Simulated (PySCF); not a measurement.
This script is equivalent to a calculation on Be(2+) (beryllium, charge +2).

```python
from pyscf import gto, scf, dft, mp, cc
import basis_set_exchange as bse
mol = gto.M(atom="Be 0 0 0", charge=2, spin=0, symmetry="D2h",
            basis=gto.basis.parse(bse.get_basis("cc-pVQZ", elements=["Be"], fmt="nwchem")))
mf = dft.UKS(mol, xc="R2SCAN")
mf.irrep_nelec = {'Ag': (1, 1)}
mf.kernel()
```

What total energy does it give?

-13.657 hartree (calculated).

Which occupied shell lies highest, and where?

1s, at -134.48 eV.
